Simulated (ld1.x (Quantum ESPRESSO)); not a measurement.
**An all-electron radial function and its pseudo partner (Mg)**

Columns: radius, all-electron u(r) and pseudo u(r) of the 3p shell (level -7.05 eV) of magnesium in the configuration [Ne] 3s1 3p0; PBE, non-relativistic, PAW scheme, ld1.x (Quantum ESPRESSO) 7.5.

```json
{"r (bohr)": "0.150", "all-electron": "0.1124", "pseudo": "-0.0053"}
{"r (bohr)": "0.300", "all-electron": "0.2074", "pseudo": "-0.0210"}
{"r (bohr)": "0.450", "all-electron": "0.2201", "pseudo": "-0.0464"}
{"r (bohr)": "0.600", "all-electron": "0.1770", "pseudo": "-0.0801"}
{"r (bohr)": "0.750", "all-electron": "0.1055", "pseudo": "-0.1206"}
{"r (bohr)": "0.900", "all-electron": "0.0225", "pseudo": "-0.1661"}
{"r (bohr)": "1.050", "all-electron": "-0.0625", "pseudo": "-0.2145"}
{"r (bohr)": "1.200", "all-electron": "-0.1443", "pseudo": "-0.2641"}
{"r (bohr)": "1.350", "all-electron": "-0.2201", "pseudo": "-0.3128"}
{"r (bohr)": "1.500", "all-electron": "-0.2885", "pseudo": "-0.3592"}
{"r (bohr)": "1.650", "all-electron": "-0.3488", "pseudo": "-0.4020"}
{"r (bohr)": "1.800", "all-electron": "-0.4009", "pseudo": "-0.4403"}
{"r (bohr)": "1.950", "all-electron": "-0.4452", "pseudo": "-0.4735"}
{"r (bohr)": "2.100", "all-electron": "-0.4820", "pseudo": "-0.5013"}
{"r (bohr)": "2.250", "all-electron": "-0.5118", "pseudo": "-0.5239"}
{"r (bohr)": "2.400", "all-electron": "-0.5348", "pseudo": "-0.5414"}
{"r (bohr)": "2.550", "all-electron": "-0.5512", "pseudo": "-0.5541"}
{"r (bohr)": "2.700", "all-electron": "-0.5614", "pseudo": "-0.5623"}
{"r (bohr)": "2.850", "all-electron": "-0.5661", "pseudo": "-0.5662"}
{"r (bohr)": "3.000", "all-electron": "-0.5658", "pseudo": "-0.5658"}
{"r (bohr)": "3.150", "all-electron": "-0.5612", "pseudo": "-0.5612"}
{"r (bohr)": "3.300", "all-electron": "-0.5529", "pseudo": "-0.5529"}
{"r (bohr)": "3.450", "all-electron": "-0.5417", "pseudo": "-0.5417"}
{"r (bohr)": "3.600", "all-electron": "-0.5280", "pseudo": "-0.5280"}
{"r (bohr)": "3.750", "all-electron": "-0.5123", "pseudo": "-0.5123"}
{"r (bohr)": "3.900", "all-electron": "-0.4951", "pseudo": "-0.4951"}
```

How many radial nodes do the two functions have?

The all-electron 3p function has n − l − 1 = 1; the pseudo-wave has 0, since the states of the same l below it are removed with the core.

At about which radius was the pseudo-wave matched?

3.00 bohr, where the columns begin to agree (steps of 0.15 bohr).

Is the pseudo-wave norm-conserving?

No, it belongs to a PAW set: the norm inside the radius is not constrained, and the difference is carried by the augmentation charge.
